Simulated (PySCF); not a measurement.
B(H)(OH)(SH), SMILES OBS (PBE0/def2-SVP optimised geometry):

```
6

B      0.436     0.221     0.000
H      1.642     0.221     0.000
O     -0.197     1.412     0.000
H     -1.158     1.364     0.000
S     -0.346    -1.412     0.000
H     -1.642    -1.021     0.000
```

Calculation: PBE0/def2-TZVP run with PySCF.

Problem. What are the frontier orbital energies and the dipole moment?

Solution. HOMO-2 -10.34 eV, HOMO-1 -9.05 eV, HOMO -7.94 eV, LUMO -0.05 eV, LUMO+1 0.16 eV; dipole moment 2.10 D.

Meta-Löwdin charges at PBE0/def2-TZVP: B1 0.11, H2 0.02, O3 -0.48, H4 0.35, S5 -0.08, H6 0.09.
